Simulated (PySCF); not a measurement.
B(F)(Cl)(OEt) (C2H5BClFO), SMILES ClB(F)OCC. Geometry optimised at PBE-D3(BJ)/def2-SVP. The structure was generated by enumeration, and PubChem lists no compound with its InChIKey, so it may never have been made. Other conformers were not sampled.

Computed equilibrium geometry at PBE-D3(BJ)/def2-SVP (PySCF confirms it by a frequency run) as Cartesian coordinates in Å (one conformer of several):
```xyz
11

B      0.3048    -0.4217     0.7339
F      0.8179    -1.3341     1.5572
Cl     1.2549     1.0517     0.4197
O     -0.9015    -0.6544     0.1866
C     -1.5472     0.2160    -0.7523
C     -1.1211    -0.1024    -2.1755
H     -2.6363     0.0557    -0.6183
H     -1.3202     1.2739    -0.4997
H     -1.3178    -1.1655    -2.4183
H     -1.6823     0.5283    -2.8939
H     -0.0399     0.0975    -2.3150
```
